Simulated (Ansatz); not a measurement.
Mulliken charges of CH$_{5}$FOSiTe (`C[Te][SiH](O)F`) from B3LYP/def2-TZVPP in Ansatz (PBE0-D4/def2-TZVP geometry).

```
atom   x (Å)   y (Å)   z (Å)  charge (e)
  C1  -1.573  -0.320   0.935      -0.465
 Te2  -0.103   1.231   1.204      -0.020
 Si3   1.140   0.629  -0.848       0.623
  O4   1.628  -0.932  -0.836      -0.363
  F5   0.218   0.725  -2.142      -0.312
  H6  -1.075  -1.276   0.797       0.139
  H7  -2.194  -0.079   0.077       0.159
  H8  -2.172  -0.338   1.843       0.144
  H9   2.259   1.582  -1.023      -0.096
 H10   1.956  -1.273  -0.003       0.192
```

By hand: the dipole of these point charges (1 e Å = 4.8032 D).

Σ q r = (0.132, -0.007, 0.471) e Å, of length 0.489 e Å = 2.35 D.

How does the dipole of the full density compare? (Best estimate.)

Ansatz gave: (0.022, -0.190, 0.422) e Å, 2.23 D; the point charges give 1.05 times that, at 26° from its direction.

Point charges leave out the atoms' own dipoles, such as those of lone pairs, and Mulliken's split depends on the basis, so the two needn't agree.

B3LYP here is the variant with VWN-RPA as its local correlation; programs differ in this.
